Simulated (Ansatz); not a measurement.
Consider the isomerisation: `FC(F)O[SiH3]` → `OC[SiH](F)F`.

Program: Ansatz. Geometries: PBE0-D4/def2-TZVP. ΔE: electronic, gas phase. CBS: MP2 limit from def2 TZ/QZ plus the TZ coupled-cluster correction, frozen cores. DFT in def2-TZVPP. B3LYP here is the variant with VWN-RPA as its local correlation; programs differ in this. One conformer a species, not always the lowest.

(1) Is it downhill or uphill in electronic energy at CCSD(T)/CBS, and by how much? (Estimate.)

(2) What do these levels give: PBE-D4, r2SCAN-D4, B3LYP-D4, HF/def2-TZVPP, SCS-MP2/def2-TZVPP, HF/def2-QZVPP? (Best estimate.)

Largest T1 diagnostic among the species: 0.012.

Answers

(1) Ansatz gave: Downhill: ΔE = -254.8 kJ/mol.

(2) Computed: PBE-D4 -232.7, r2SCAN-D4 -237.7, B3LYP-D4 -239.8, HF/def2-TZVPP -226.1, SCS-MP2/def2-TZVPP -247.8, HF/def2-QZVPP -229.8 kJ/mol.

In def2-TZVPP, CCSD(T) changes the Hartree–Fock value by −16.1 kJ/mol (the triples alone add +1.2 kJ/mol) and MP2 by −29.1 kJ/mol.
